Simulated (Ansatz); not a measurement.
Wavefunction ladder for H8OSi4

Cartesian coordinates in Å:
```
Si -1.8414 0.0549 1.0575
Si 0.4849 0.2077 1.2649
Si 1.3808 -0.6714 -0.7033
O 0.2271 -1.0879 -1.8031
Si 0.4684 0.3083 -2.7842
H -2.2187 -1.3794 0.9662
H -2.4950 0.6497 2.2543
H -2.3003 0.7714 -0.1580
H 0.9486 1.6086 1.4514
H 0.9577 -0.5995 2.4251
H 2.4691 -1.6753 -0.6052
H -0.0969 1.3433 -1.7804
H 2.0156 0.4697 -1.5851
```

The species carries charge 0 and has multiplicity 1. The bonds changed during the relaxation, so this is another structure than the one it started from. The geometry is a stationary point of PBE0-D4/def2-TZVP. It is one conformer, not always the lowest. Frozen core, restricted reference, Ansatz 0.2.0. CBS rows extrapolate triple and quadruple zeta; past MP2 they add the triple-zeta difference.

```tsv
basis	HF (Eh)	MP2 corr.	CCSD corr.	(T)	CCSD(T) total
def2-SVP	-1234.80959	-0.57456	-0.65367	-0.01922	-1235.48248
def2-TZVPP	-1235.32704	-0.72360	-0.79852	-0.03184	-1236.15740
def2-QZVPP	-1235.36653	-0.77887	–	–	–
CBS(def2)	-1235.37197	-0.81981	-0.89473	as TZ	-1236.29854
```
